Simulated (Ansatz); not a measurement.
`C[O][Al]([F])[Br]` → `[F][AlH][Br]` + `C=O` at 500 K and 1 bar (β-hydride elimination).

Computed with Ansatz on PBE0-D4/def2-TZVP structures; ΔE is electronic, products minus reactants. CCSD(T)/CBS is the MP2 limit (def2-TZVPP, def2-QZVPP) plus CCSD(T) − MP2 in def2-TZVPP, frozen cores. This one scheme is used for every species. For Br outer-core shells are correlated without core-valence functions, which leaves a few kJ/mol of doubt a bond. Scalar relativity is left out up to krypton. One conformer a species, not always the lowest.

```
            species  CCSD(T)/CBS energy (Eh)  H − E (kJ/mol)  S (J/(mol·K))
`C[O][Al]([F])[Br]`              -3030.35080           164.2          423.4
     `[F][AlH][Br]`              -2915.86674            53.8          327.2
              `C=O`               -114.39408            87.9          238.5
```

H − E and S are ideal-gas, rigid-rotor, harmonic terms from PBE0-D4/def2-TZVP, for one conformer and one mirror image of each species. 1 Eh = 2625.50 kJ/mol, R = 8.31446 J/(mol·K).

Q: By hand: ΔE, ΔH, ΔS and ΔG.

A: ΔE = (-2915.86674) + (-114.39408) − (-3030.35080) = 0.08998 Eh = 236.2 kJ/mol. Δ(H − E) = 53.8 + 87.9 − 164.2 = -22.5, so ΔH = 213.7 kJ/mol. ΔS = 327.2 + 238.5 − 423.4 = 142.3 J/(mol·K). ΔG = 213.7 − 500 × (142.3)/1000 = 142.5 kJ/mol.

Q: By hand: the equilibrium constant, and the temperature at which ΔG would vanish if ΔH and ΔS stayed fixed.

A: log₁₀ K = −ΔG/(RT ln 10) = -14.9. ΔG = 0 at ΔH/ΔS = 1502 K.

The number of gas molecules changes by +1, which sets the sign of ΔS. A doubt of 5 kJ/mol in ΔE shifts log₁₀ K by 0.5 here. Other conformers and mirror images would add mixing entropy, several J/(mol·K) or more a flexible species. These are equilibria of isolated gas molecules and say nothing of rates. Largest T1 diagnostic: 0.015 (customary marks: 0.02 for closed shells, 0.045 for open ones).
